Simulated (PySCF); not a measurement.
Be(F)(OMe) (CH3BeFO), SMILES C[O][Be][F]. Heavy atoms are numbered as in [Be:1]([F:2])[O:3][CH3:4]. Hydrogens are named by the atom that carries them.

Geometry optimised at PBE-D3(BJ)/def2-TZVP. Other conformers were not sampled.

All values below come from PySCF with PBE0/pcSseg-2.

GIAO shieldings, no solvent; atoms alike by connectivity are averaged. δ = σ(ref) − σ: ¹⁹F against CFCl3 (σ = 165.8 ppm); ¹⁷O against H2O (σ = 327.8 ppm); ¹³C against TMS (σ = 186.1 ppm); ¹H against TMS (σ = 31.54 ppm), references at their B3LYP-D3(BJ)/def2-TZVP geometries, non-relativistic.

| nucleus | atoms | count | δ (ppm) |
|---|---|---|---|
| ¹⁹F | F2 | 1 | -230.3 |
| ¹⁷O | O3 | 1 | -10.5 |
| ¹³C | C4 (CH3) | 1 | 57.7 |
| ¹H | H on C4 | 3 | 4.16 |
